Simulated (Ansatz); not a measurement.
Computed with Ansatz on PBE0-D4/def2-TZVP structures; ΔE is electronic, products minus reactants. CBS: MP2 limit from def2 TZ/QZ plus the TZ coupled-cluster correction, frozen cores. This one scheme is used for every species. Functionals use def2-TZVPP. Each species was taken in one conformer, which may not be the lowest.

Reaction (cleavage of the Si–Al bond): `O[SiH](F)[AlH2]` + `N[Si](O)(F)F` → `O[SiH](F)N[Si](O)(F)F` + `[AlH3]`

(1) Is it downhill or uphill in electronic energy at CCSD(T)/CBS, and by how much? (Best estimate.)

(2) What do these levels give: PBE-D4, r2SCAN-D4, PBE0-D4, ωB97M-V, B2PLYP, r2SCAN, PBE0, HF/def2-TZVPP, CCSD/def2-TZVPP, MP2/def2-QZVPP, HF/CBS(def2), MP2/CBS(def2)? (Best estimate.)

Largest T1 diagnostic among the species: 0.012.

Answers

(1) Ansatz gave: Downhill: ΔE = -98.7 kJ/mol.

(2) Ansatz gave: PBE-D4 -78.9, r2SCAN-D4 -99.2, PBE0-D4 -87.2, ωB97M-V -105.2, B2PLYP -97.0, r2SCAN -97.3, PBE0 -81.7, HF/def2-TZVPP -107.4, CCSD/def2-TZVPP -101.0, MP2/def2-QZVPP -106.7, HF/CBS(def2) -108.7, MP2/CBS(def2) -105.5 kJ/mol.

From PBE to PBE0 (25 % exact exchange), in def2-TZVPP and without D4, ΔE moves by −9.1 kJ/mol. The D4 term adds −9.8 kJ/mol with B3LYP and −5.5 kJ/mol with PBE0; it sums over pairs of atoms, weighted by their polarisabilities, and B3LYP, whose exchange is more repulsive, gets the larger term.

B3LYP here is the variant with VWN-RPA as its local correlation; programs differ in this.
